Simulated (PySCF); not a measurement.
Si(F)3(SiH3) (F3H3Si2), SMILES F[Si]([SiH3])(F)F. Geometry optimised at PBE-D3(BJ)/def2-SVP.

Computed equilibrium geometry at PBE-D3(BJ)/def2-SVP (PySCF confirms it by a frequency run) as a Z-matrix, and its point group:
point group C3v.
```
Si
F 1 1.6238
F 1 1.6238 2 107.11
F 1 1.6238 2 107.11 3 114.64
Si 1 2.3318 2 111.74 3 -122.68
H 5 1.5015 1 108.82 2 60.00
H 5 1.5015 6 110.12 1 119.19
H 5 1.5015 6 110.12 7 121.62
```
